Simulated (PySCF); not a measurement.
CF4, charge +1, doublet, at a GFN2-xTB geometry (a state made from the parent by changing its charge; the spin is typed, not shown lowest), with bond 3-2 at 2.0 times its length; B3LYP/pcseg-1 (PySCF).

PySCF was given this input:
```python
from pyscf import gto, scf, dft

mol = gto.M(
    atom='''
F     0.012440   -1.039185   -0.821380
C    -0.000000    0.000000    0.000000
F    -0.345811    2.272553   -1.317126
F    -1.008016   -0.071222    0.856479
F     1.168482   -0.025869    0.623464
''',
    basis='pcseg-1',
    charge=1,
    spin=1,
    verbose=4,
)

mf = dft.UKS(mol)
mf.xc = 'b3lyp'
mf.diis = False
mf.max_cycle = 100
mf.kernel()
mf.analyze()
```

Output, abridged:

```
PySCF version 2.14.0

[INPUT] verbose = 4
[INPUT] num. atoms = 5
[INPUT] num. electrons = 41
[INPUT] charge = 1
[INPUT] spin (= nelec alpha-beta = 2S) = 1
[INPUT] symmetry False subgroup None
[INPUT] Mole.unit = angstrom
[INPUT] Symbol           X                Y                Z      unit          X                Y                Z       unit  Magmom
[...]
nuclear repulsion = 173.560270610626
number of shells = 15
number of NR pGTOs = 125
number of NR cGTOs = 70
basis = pcseg-1
ecp = {}

******** <class 'pyscf.dft.uks.UKS'> ********
method = UKS
initial guess = minao
damping factor = 0
level_shift factor = 0
DIIS disabled
SCF conv_tol = 1e-09
SCF conv_tol_grad = None
SCF max_cycles = 100
direct_scf = True
direct_scf_tol = 1e-13
number electrons alpha = 21  beta = 20
XC library pyscf.dft.libxc version 7.1.2
    S. Lehtola, C. Steigemann, M. J. T. Oliveira, and M. A. L. Marques,  SoftwareX 7, 1–5 (2018)
XC functionals = b3lyp
    P. J. Stephens, F. J. Devlin, C. F. Chabalowski, and M. J. Frisch,  J. Phys. Chem. 98, 11623 (1994)
radial grids:
    Treutler-Ahlrichs [JCP 102, 346 (1995); DOI:10.1063/1.469408] (M4) radial grids

becke partition: Becke, JCP 88, 2547 (1988); DOI:10.1063/1.454033
pruning grids: <function nwchem_prune>
grids dens level: 3
symmetrized grids: False
atomic radii adjust function: <function treutler_atomic_radii_adjust>
small_rho_cutoff = 0
Set gradient conv threshold to 3.16228e-05
tot grids = 71168
init E= -437.63834170709

cycle= 1 E= -436.538367745072  delta_E=  1.1  |g|= 0.717  |ddm|= 1.55
cycle= 2 E= -435.898833776557  delta_E= 0.64  |g|= 1.56  |ddm|= 1.42
cycle= 3 E= -435.254676781039  delta_E= 0.644  |g|= 1.94  |ddm|= 1.94
cycle= 4 E= -430.186720021737  delta_E= 5.07  |g|= 4.15  |ddm|= 3.45
cycle= 5 E= -430.65288607355  delta_E= -0.466  |g|= 3.81  |ddm|= 4.11
cycle= 6 E= -418.078336582234  delta_E= 12.6  |g|= 6.34  |ddm|= 5.98
cycle= 7 E= -408.730705548588  delta_E= 9.35  |g|= 5.48  |ddm|= 9.47

cycle= 8 E= -263.613991936417  delta_E=  145  |g|= 7.63  |ddm|=   12

cycle= 9 E= -389.319128523315  delta_E= -126  |g|= 5.87  |ddm|=   11

cycle= 10 E= -231.448150434766  delta_E=  158  |g|= 5.49  |ddm|= 13.4

cycle= 11 E= -389.120005639154  delta_E= -158  |g|=  5.9  |ddm|= 13.4

cycle= 12 E= -229.738112099361  delta_E=  159  |g|= 5.11  |ddm|= 14.2

cycle= 13 E= -389.131907386108  delta_E= -159  |g|= 5.91  |ddm|= 14.2

cycle= 14 E= -229.688001914245  delta_E=  159  |g|=  5.1  |ddm|= 14.2

cycle= 15 E= -389.140632923311  delta_E= -159  |g|= 5.91  |ddm|= 14.2

cycle= 16 E= -229.683304553242  delta_E=  159  |g|=  5.1  |ddm|= 14.2

cycle= 17 E= -389.141310170293  delta_E= -159  |g|= 5.91  |ddm|= 14.2

cycle= 18 E= -229.682659636252  delta_E=  159  |g|=  5.1  |ddm|= 14.2

cycle= 19 E= -389.141346159825  delta_E= -159  |g|= 5.91  |ddm|= 14.2

cycle= 20 E= -229.682571195203  delta_E=  159  |g|=  5.1  |ddm|= 14.2

cycle= 21 E= -389.141346790398  delta_E= -159  |g|= 5.91  |ddm|= 14.2

cycle= 22 E= -229.682559161443  delta_E=  159  |g|=  5.1  |ddm|= 14.2

cycle= 23 E= -389.141346563463  delta_E= -159  |g|= 5.91  |ddm|= 14.2

cycle= 24 E= -229.682557529549  delta_E=  159  |g|=  5.1  |ddm|= 14.2

cycle= 25 E= -389.141346509796  delta_E= -159  |g|= 5.91  |ddm|= 14.2

cycle= 26 E= -229.682557308618  delta_E=  159  |g|=  5.1  |ddm|= 14.2

cycle= 27 E= -389.141346500849  delta_E= -159  |g|= 5.91  |ddm|= 14.2

cycle= 28 E= -229.682557278736  delta_E=  159  |g|=  5.1  |ddm|= 14.2

cycle= 29 E= -389.141346499514  delta_E= -159  |g|= 5.91  |ddm|= 14.2

cycle= 30 E= -229.682557274696  delta_E=  159  |g|=  5.1  |ddm|= 14.2

cycle= 31 E= -389.141346499324  delta_E= -159  |g|= 5.91  |ddm|= 14.2

cycle= 32 E= -229.68255727415  delta_E=  159  |g|=  5.1  |ddm|= 14.2

cycle= 33 E= -389.141346499298  delta_E= -159  |g|= 5.91  |ddm|= 14.2

cycle= 34 E= -229.682557274077  delta_E=  159  |g|=  5.1  |ddm|= 14.2

cycle= 35 E= -389.141346499295  delta_E= -159  |g|= 5.91  |ddm|= 14.2

cycle= 36 E= -229.682557274067  delta_E=  159  |g|=  5.1  |ddm|= 14.2

cycle= 37 E= -389.141346499294  delta_E= -159  |g|= 5.91  |ddm|= 14.2

cycle= 38 E= -229.682557274066  delta_E=  159  |g|=  5.1  |ddm|= 14.2

cycle= 39 E= -389.141346499294  delta_E= -159  |g|= 5.91  |ddm|= 14.2

cycle= 40 E= -229.682557274065  delta_E=  159  |g|=  5.1  |ddm|= 14.2

cycle= 41 E= -389.141346499294  delta_E= -159  |g|= 5.91  |ddm|= 14.2

cycle= 42 E= -229.682557274065  delta_E=  159  |g|=  5.1  |ddm|= 14.2

cycle= 43 E= -389.141346499294  delta_E= -159  |g|= 5.91  |ddm|= 14.2

cycle= 44 E= -229.682557274065  delta_E=  159  |g|=  5.1  |ddm|= 14.2

cycle= 45 E= -389.141346499294  delta_E= -159  |g|= 5.91  |ddm|= 14.2

cycle= 46 E= -229.682557274066  delta_E=  159  |g|=  5.1  |ddm|= 14.2

cycle= 47 E= -389.141346499294  delta_E= -159  |g|= 5.91  |ddm|= 14.2

cycle= 48 E= -229.682557274066  delta_E=  159  |g|=  5.1  |ddm|= 14.2

cycle= 49 E= -389.141346499295  delta_E= -159  |g|= 5.91  |ddm|= 14.2

cycle= 50 E= -229.682557274064  delta_E=  159  |g|=  5.1  |ddm|= 14.2

cycle= 51 E= -389.141346499294  delta_E= -159  |g|= 5.91  |ddm|= 14.2

cycle= 52 E= -229.682557274066  delta_E=  159  |g|=  5.1  |ddm|= 14.2

cycle= 53 E= -389.141346499294  delta_E= -159  |g|= 5.91  |ddm|= 14.2

cycle= 54 E= -229.682557274066  delta_E=  159  |g|=  5.1  |ddm|= 14.2

cycle= 55 E= -389.141346499294  delta_E= -159  |g|= 5.91  |ddm|= 14.2

cycle= 56 E= -229.682557274066  delta_E=  159  |g|=  5.1  |ddm|= 14.2

cycle= 57 E= -389.141346499294  delta_E= -159  |g|= 5.91  |ddm|= 14.2

cycle= 58 E= -229.682557274065  delta_E=  159  |g|=  5.1  |ddm|= 14.2

cycle= 59 E= -389.141346499294  delta_E= -159  |g|= 5.91  |ddm|= 14.2

cycle= 60 E= -229.682557274065  delta_E=  159  |g|=  5.1  |ddm|= 14.2

cycle= 61 E= -389.141346499294  delta_E= -159  |g|= 5.91  |ddm|= 14.2

cycle= 62 E= -229.682557274067  delta_E=  159  |g|=  5.1  |ddm|= 14.2

cycle= 63 E= -389.141346499294  delta_E= -159  |g|= 5.91  |ddm|= 14.2

[...]

cycle= 75 E= -389.141346499294  delta_E= -159  |g|= 5.91  |ddm|= 14.2

cycle= 76 E= -229.682557274066  delta_E=  159  |g|=  5.1  |ddm|= 14.2

cycle= 77 E= -389.141346499294  delta_E= -159  |g|= 5.91  |ddm|= 14.2

cycle= 78 E= -229.682557274065  delta_E=  159  |g|=  5.1  |ddm|= 14.2

cycle= 79 E= -389.141346499294  delta_E= -159  |g|= 5.91  |ddm|= 14.2

cycle= 80 E= -229.682557274066  delta_E=  159  |g|=  5.1  |ddm|= 14.2

cycle= 81 E= -389.141346499294  delta_E= -159  |g|= 5.91  |ddm|= 14.2

cycle= 82 E= -229.682557274065  delta_E=  159  |g|=  5.1  |ddm|= 14.2

cycle= 83 E= -389.141346499295  delta_E= -159  |g|= 5.91  |ddm|= 14.2

cycle= 84 E= -229.682557274065  delta_E=  159  |g|=  5.1  |ddm|= 14.2

cycle= 85 E= -389.141346499295  delta_E= -159  |g|= 5.91  |ddm|= 14.2

cycle= 86 E= -229.682557274065  delta_E=  159  |g|=  5.1  |ddm|= 14.2

cycle= 87 E= -389.141346499294  delta_E= -159  |g|= 5.91  |ddm|= 14.2

cycle= 88 E= -229.682557274066  delta_E=  159  |g|=  5.1  |ddm|= 14.2

cycle= 89 E= -389.141346499294  delta_E= -159  |g|= 5.91  |ddm|= 14.2

cycle= 90 E= -229.682557274066  delta_E=  159  |g|=  5.1  |ddm|= 14.2

cycle= 91 E= -389.141346499294  delta_E= -159  |g|= 5.91  |ddm|= 14.2

cycle= 92 E= -229.682557274065  delta_E=  159  |g|=  5.1  |ddm|= 14.2

cycle= 93 E= -389.141346499294  delta_E= -159  |g|= 5.91  |ddm|= 14.2

cycle= 94 E= -229.682557274065  delta_E=  159  |g|=  5.1  |ddm|= 14.2

cycle= 95 E= -389.141346499294  delta_E= -159  |g|= 5.91  |ddm|= 14.2

cycle= 96 E= -229.682557274066  delta_E=  159  |g|=  5.1  |ddm|= 14.2

cycle= 97 E= -389.141346499294  delta_E= -159  |g|= 5.91  |ddm|= 14.2

cycle= 98 E= -229.682557274065  delta_E=  159  |g|=  5.1  |ddm|= 14.2

cycle= 99 E= -389.141346499294  delta_E= -159  |g|= 5.91  |ddm|= 14.2

cycle= 100 E= -229.682557274066  delta_E=  159  |g|=  5.1  |ddm|= 14.2
SCF not converged.
SCF energy = -229.682557274066 after 100 cycles  <S^2> = 0.75025023  2S+1 = 2.0002502
**** SCF Summaries ****
Total Energy =                        -229.682557274066028
Nuclear Repulsion Energy =             173.560270610626333
One-electron Energy =                 -792.970266184147135
Two-electron Energy =                  389.727438299454775
Two-electron Coulomb Energy =          437.047070499206825
DFT Exchange-Correlation Energy =      -47.319632199752064
**** MO energy ****
                             alpha | beta                alpha | beta
[...]
To work with the spin densities directly, `use mulliken_meta_spin()` only printing them here.

 ** Mulliken spin pop alpha/beta on meta-lowdin orthogonal AOs **
 ** Mulliken Spin Density (per AO)  **
spin_pop of  0 F 1s        0.00000
spin_pop of  0 F 2s        0.02140
spin_pop of  0 F 3s        0.00026
spin_pop of  0 F 2px       0.00255
spin_pop of  0 F 2py       0.00113
spin_pop of  0 F 2pz       0.03025
spin_pop of  0 F 3px       0.00003
spin_pop of  0 F 3py       0.00015
spin_pop of  0 F 3pz       0.02634
spin_pop of  0 F 3dxy      0.00000
spin_pop of  0 F 3dyz      0.00176
spin_pop of  0 F 3dz^2     0.00004
spin_pop of  0 F 3dxz      0.00009
spin_pop of  0 F 3dx2-y2    0.00034
spin_pop of  1 C 1s       -0.00003
spin_pop of  1 C 2s        0.00641
spin_pop of  1 C 3s       -0.00585
spin_pop of  1 C 2px       0.08170
spin_pop of  1 C 2py       0.06246
spin_pop of  1 C 2pz       0.12498
spin_pop of  1 C 3px       0.16700
spin_pop of  1 C 3py       0.12729
spin_pop of  1 C 3pz       0.25991
spin_pop of  1 C 3dxy      0.00086
spin_pop of  1 C 3dyz     -0.00074
spin_pop of  1 C 3dz^2     0.00215
spin_pop of  1 C 3dxz      0.00009
spin_pop of  1 C 3dx2-y2   -0.00048
spin_pop of  2 F 1s       -0.00000
spin_pop of  2 F 2s        0.00001
spin_pop of  2 F 3s       -0.00012
spin_pop of  2 F 2px       0.00000
spin_pop of  2 F 2py       0.00001
spin_pop of  2 F 2pz       0.00001
spin_pop of  2 F 3px       0.00047
spin_pop of  2 F 3py       0.00035
spin_pop of  2 F 3pz       0.00072
spin_pop of  2 F 3dxy      0.00024
spin_pop of  2 F 3dyz      0.00016
spin_pop of  2 F 3dz^2     0.00050
spin_pop of  2 F 3dxz      0.00019
spin_pop of  2 F 3dx2-y2    0.00032
spin_pop of  3 F 1s       -0.00000
spin_pop of  3 F 2s       -0.00118
spin_pop of  3 F 3s       -0.00006
spin_pop of  3 F 2px       0.00044
spin_pop of  3 F 2py       0.00105
spin_pop of  3 F 2pz       0.00197
spin_pop of  3 F 3px      -0.00024
spin_pop of  3 F 3py       0.00016
spin_pop of  3 F 3pz       0.00046
spin_pop of  3 F 3dxy     -0.00002
spin_pop of  3 F 3dyz      0.00004
spin_pop of  3 F 3dz^2     0.00000
spin_pop of  3 F 3dxz     -0.00000
spin_pop of  3 F 3dx2-y2    0.00008
spin_pop of  4 F 1s        0.00000
spin_pop of  4 F 2s        0.02140
spin_pop of  4 F 3s        0.00026
spin_pop of  4 F 2px       0.00916
spin_pop of  4 F 2py       0.02454
spin_pop of  4 F 2pz       0.00024
spin_pop of  4 F 3px       0.01785
spin_pop of  4 F 3py       0.00874
spin_pop of  4 F 3pz      -0.00006
spin_pop of  4 F 3dxy      0.00012
spin_pop of  4 F 3dyz      0.00000
spin_pop of  4 F 3dz^2     0.00000
spin_pop of  4 F 3dxz      0.00068
spin_pop of  4 F 3dx2-y2    0.00142
 ** Mulliken Spin Density (per atom)  **
spin density of  0 F =      0.08434
spin density of  1 C =      0.82575
spin density of  2 F =      0.00286
spin density of  3 F =      0.00268
spin density of  4 F =      0.08437
 ** Mulliken pop alpha/beta on meta-lowdin orthogonal AOs **
 ** Mulliken pop       alpha | beta **
In total            21.00000 | 20.00000
 ** Mulliken atomic charges   ( Nelec_alpha | Nelec_beta ) **
charge of  0F =      6.84248  (     1.12093      1.03659 )
charge of  1C =     -0.31996  (     3.57286      2.74711 )
charge of  2F =    -18.96630  (    13.98458     13.98172 )
charge of  3F =      6.60115  (     1.20076      1.19808 )
charge of  4F =      6.84263  (     1.12087      1.03650 )

WARN: System has nonzero charge 1; the dipole moment is origin-dependent.
Location of origin: [0. 0. 0.]

Dipole moment(X, Y, Z, Debye): 40.66942, -258.69020, 148.88933
```

Convergence was not reached.
